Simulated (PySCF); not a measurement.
C2H11O2Si3 (doublet state).
Z-matrix (Å and degrees, GFN2-xTB geometry), rows numbered from 1:
```
C 
C   1  1.5226
O   2  1.3923  1  112.31
Si  3  1.6252  2  128.54  1    72.10
Si  4  2.2666  3  111.28  2    60.82
O   4  1.6245  3  104.91  2   173.17
Si  6  1.6137  4  150.16  3    22.64
H   1  1.0866  2  110.05  3   175.95
H   1  1.0871  2  109.84  3    55.80
H   1  1.0872  2  109.98  3   -63.76
H   2  1.0988  1  109.66  3   122.20
H   2  1.0956  1  109.91  3  -118.74
H   4  1.4760  3  108.23  2   -76.42
H   5  1.4677  4  120.66  3   170.62
H   5  1.4750  4  118.51  3   -59.06
H   7  1.4626  6  108.90  4    67.42
H   7  1.4609  6  102.52  4  -173.33
H   7  1.4613  6  109.39  4   -53.89
```

The hyperfine couplings belong to this conformer and change with its torsions.

Identity: `CCO[Si@@H]([SiH2])O[SiH3]` [radical].

Method: UKS B3LYP, pcH-1 on C H O Si, non-relativistic, mean-field spin-orbit, GIAO in PySCF 2.14.0. Geometry: GFN2-xTB, one conformer, isolated molecule. GFN2-xTB frequencies show an imaginary mode (24i cm⁻¹), so this geometry is no minimum at that level. A GFN2-xTB geometry isn't a minimum of the functional, and hyperfine couplings can be far from their values at a DFT geometry, by a factor of two or more for some ions and for spin on atoms past the first row. No stability test was run, so a lower SCF solution isn't excluded.

Give the principal g shifts and their parts.

| Δg (ppm) | 1 | 2 | 3 |
| --- | --- | --- | --- |
| relativistic mass correction | -117 | -117 | -117 |
| gauge correction | 4 | 32 | 34 |
| orbital Zeeman/spin–orbit | -181 | 2392 | 3124 |
| total | -294 | 2307 | 3042 |

So g = 2.00203, 2.00463, 2.00536 and g_iso = 2.00400; the tensor is rhombic: the two nearest values differ by 22 % of g3 − g1. Axes: g2 points within 13° of the Si4–Si5 bond.

What effective moment and Curie constant follow for a powder?

With the mean of g² = 4.0160 and S(S+1) = 0.75: μ_eff = √(⟨g²⟩S(S+1)) = 1.736 μB and χT = 0.12505·⟨g²⟩·S(S+1) = 0.377 cm³ K/mol (cgs; spin-Hamiltonian part alone).

What are the electron Larmor frequencies g μB B/h along the three axes at 330 mT?

9.2469, 9.2589, 9.2623 GHz for g1, g2 and g3, a range of 15.4 MHz.

How much does each term add to the isotropic shift?

The orbital-Zeeman/spin–orbit term 1778, the mass correction -117 and the gauge correction 24 ppm, for a total of 1685 ppm. The orbital-Zeeman/spin–orbit term is the largest in size. The mass correction is the same along every axis, so the anisotropy comes from the other two: their spans along these axes are 30 (gauge) and 3305 ppm (orbital Zeeman/spin–orbit).

In a frozen sample, at which fields do the three g values resonate at 9.5, 34, 94 and 263 GHz (hyperfine left aside), and which band first spreads them over more than twice a line width of 0.5 mT?

| band | GHz | B(g3) mT | B(g2) mT | B(g1) mT | spread mT |
| --- | --- | --- | --- | --- | --- |
| X | 9.5 | 338.47 | 338.59 | 339.03 | 0.56 |
| Q | 34.0 | 1211.36 | 1211.81 | 1213.38 | 2.02 |
| W | 94.0 | 3349.07 | 3350.29 | 3354.65 | 5.58 |
| J | 263.0 | 9370.26 | 9373.69 | 9385.87 | 15.61 |

The spread grows in proportion to the frequency. Q band is the first where it exceeds 1.0 mT.

The largest Mulliken spin population is on Si5 (+0.99). The angles at Si5 add up to 343.4°, so it is pyramidal.

The HOMO–LUMO gaps are 5.55 eV among the α and 4.47 eV among the β orbitals.
